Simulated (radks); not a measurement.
Q: All-electron atom: neutral chlorine in [Ne] 3s1.5 3p5.5 (fractional occupations, a model configuration). All-electron calculation, scalar-relativistic Kohn-Sham, LDA (Slater exchange, Perdew-Wang correlation), spin-polarised, spherical densities, point nucleus; open shells are filled with parallel spins first. Program: a radial shooting solver on a logarithmic mesh with Libxc functionals. Some entries of the table are withheld. Estimate them.

orbital,occ.,eigenvalue (Ry),<r> (bohr)
1s up,1,-201.5835,0.09121
1s down,1,-201.5658,0.09121
2s up,1,-18.55799,0.4460
2s down,1,-18.53869,0.4459
2p up,3,-14.14097,(1)
2p down,3,-14.11976,(2)
3s up,1,-1.57999,(3)
3s down,0.5,-1.50604,(4)
3p up,3,-0.68904,1.814
3p down,2.5,-0.62650,1.852

A: 
(1) 2p up <r> (bohr): 0.4078
(2) 2p down <r> (bohr): 0.4076
(3) 3s up <r> (bohr): 1.525
(4) 3s down <r> (bohr): 1.537
